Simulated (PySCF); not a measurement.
**Distorted geometries of Ho(NH2)3**

Ho(NH2)3 (singlet in the valence; each metal's 4f electrons, 10 of them, lie in its core potential, out of spins and levels). PySCF 2.14.0, RKS B3LYP, Ho lcecp-1-SVP with ECP56, N def2-SVP, H def2-SVP; non-relativistic Hamiltonian with scalar-relativistic core potentials where named; density fitting; no spin-orbit coupling. Relaxed geometry:

```xyz
10

Ho    0.0093   -0.0042   -0.0378
N     2.1713   -0.0051    0.2156
H     2.7764    0.8108    0.3369
H     2.8023   -0.8099    0.2436
N    -1.0834    1.8771   -0.0015
H    -0.7000    2.8189    0.1090
H    -2.0948    2.0095   -0.0791
N    -1.0807   -1.8779   -0.2309
H    -0.7068   -2.8299   -0.2354
H    -2.0936   -1.9893   -0.3204
```

Question: Order these distorted geometries by energy above the relaxed one, lowest first.
A.
```xyz
10

Ho    0.0711   -0.0842    0.0326
N     2.1239    0.0118    0.1823
H     2.7946    0.7903    0.2704
H     2.8570   -0.7653    0.2803
N    -1.0183    1.9127    0.0147
H    -0.7363    2.8064    0.0088
H    -2.1045    1.9944   -0.0712
N    -1.1829   -1.9039   -0.2284
H    -0.7451   -2.8255   -0.2355
H    -2.0595   -1.9368   -0.2541
```
B.
```xyz
10

Ho    0.0750    0.0185   -0.0355
N     2.1532   -0.0002    0.2633
H     2.8055    0.7812    0.3500
H     2.7846   -0.8062    0.2516
N    -1.1112    1.8485    0.0219
H    -0.7145    2.8348    0.1383
H    -2.1157    2.0107   -0.1317
N    -1.0945   -1.8449   -0.2706
H    -0.6685   -2.8599   -0.2346
H    -2.1139   -1.9825   -0.3526
```
C.
```xyz
10

Ho   -0.0203   -0.0201   -0.0275
N     2.1303   -0.0033    0.3045
H     2.7682    0.9433    0.3036
H     2.7963   -0.9387    0.2011
N    -1.0636    1.8384    0.0435
H    -0.7155    2.7586    0.0649
H    -2.1504    2.0862   -0.1139
N    -1.0861   -1.8528   -0.2330
H    -0.5922   -2.8388   -0.1852
H    -2.0668   -1.9726   -0.3580
```

Answer: B (0.25 eV), C (1.00 eV), A (1.25 eV).

Question: Which forces (eV/Å) act in the one that lies 0.25 eV up?

Answer: 
```
Ho  -2.04 -0.38 -0.22
N    1.53 -0.05  0.05
H   -0.04  0.22  0.07
H   -0.11 -0.15  0.04
N    0.60  1.70  0.06
H   -0.60 -1.52 -0.14
H    0.24 -0.14  0.07
N    1.10 -2.02  0.17
H   -1.10  2.35 -0.12
H    0.42  0.00  0.01
```
Forces carry noise of the integration grid, about 0.01 to 0.03 eV/Å.

An lcecp potential fixes the number of 4f electrons, so in runs with it no electron can move into or out of that shell.
